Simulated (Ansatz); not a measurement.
Consider the ligand exchange at a Ge–C bond: `C/N=[CH]\[GeH3]` + `BS` → `B[S][GeH3]` + `C=NC`.

Isolated molecules relaxed with PBE0-D4/def2-TZVP in Ansatz; ΔE leaves out vibrations. CBS: MP2 limit from def2 TZ/QZ plus the TZ coupled-cluster correction, frozen cores. This one scheme is used for every species. DFT in def2-TZVPP. B3LYP here is the variant with VWN-RPA as its local correlation; programs differ in this. For Ge outer-core shells are correlated without core-valence functions, which leaves a few kJ/mol of doubt a bond. Scalar relativity is left out up to krypton.

**Question.** Is it downhill or uphill in electronic energy at CCSD(T)/CBS, and by how much? (Estimate.)

**Answer.** Ansatz gave: Downhill: ΔE = -63.2 kJ/mol.

**Question.** What do these levels give: r2SCAN-D4, PBE0-D4, B3LYP-D4, ωB97M-V, PBE, r2SCAN, PBE0, B3LYP, HF/def2-TZVPP, MP2/def2-TZVPP, MP2/def2-QZVPP, MP2/CBS(def2)? (An estimate is asked.)

**Answer.** The calculation gave: r2SCAN-D4 -63.0, PBE0-D4 -65.1, B3LYP-D4 -63.8, ωB97M-V -64.4, PBE -61.3, r2SCAN -63.4, PBE0 -65.8, B3LYP -64.9, HF/def2-TZVPP -77.0, MP2/def2-TZVPP -66.4, MP2/def2-QZVPP -66.8, MP2/CBS(def2) -67.0 kJ/mol.

Largest T1 diagnostic among the species: 0.015.

From PBE to PBE0 (25 % exact exchange), in def2-TZVPP and without D4, ΔE moves by −4.5 kJ/mol. In def2-TZVPP, CCSD(T) changes the Hartree–Fock value by +14.5 kJ/mol (the triples alone add +1.4 kJ/mol) and MP2 by +10.6 kJ/mol.
